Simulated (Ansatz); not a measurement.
One change: `CS[SiH2][SeH]` becomes `CS[SiH2][SiH2]S`.

Ansatz, PBE0-D4/def2-TZVP geometries, multiplicity 1. Each molecule was computed in one conformer, which needn't be the lowest.

Scalar relativity is left out up to krypton.

| property | `CS[SiH2][SeH]` |
| --- | --- |
| HOMO–LUMO gap (PBE/def2-TZVPP) / eV | 4.70 |
| size of the dipole moment (PBE/def2-TZVPP) / D | 1.63 |
| size of the dipole moment (ωB97M-V/def2-TZVPP) / D | 1.64 |
| LUMO energy (B3LYP/def2-TZVPP) / eV | -0.51 |
| HOMO–LUMO gap (ωB97M-V/def2-TZVPP) / eV | 10.72 |
| HOMO energy (PBE0/def2-TZVPP) / eV | -7.00 |

What does the change do to each property? (An estimate is asked.)

Computed: 
| property | `CS[SiH2][SiH2]S` | shift |
| --- | --- | --- |
| HOMO–LUMO gap (PBE/def2-TZVPP) / eV | 4.45 | -0.25 |
| size of the dipole moment (PBE/def2-TZVPP) / D | 1.78 | 0.15 |
| size of the dipole moment (ωB97M-V/def2-TZVPP) / D | 1.75 | 0.11 |
| LUMO energy (B3LYP/def2-TZVPP) / eV | -0.87 | -0.36 |
| HOMO–LUMO gap (ωB97M-V/def2-TZVPP) / eV | 10.24 | -0.48 |
| HOMO energy (PBE0/def2-TZVPP) / eV | -7.13 | -0.13 |

With PBE0 the HOMO falls by 0.13 eV and the LUMO falls by 0.44 eV, so the gap narrows by about 0.31 eV. PBE moves the HOMO by -0.14 eV and ωB97M-V by -0.07 eV. Dipoles are sizes alone; their direction can turn.

B3LYP here is the variant with VWN-RPA as its local correlation; programs differ in this.

Spin–orbit coupling is left out; it splits and shifts lone-pair levels of the heavy atoms by tenths of an eV.
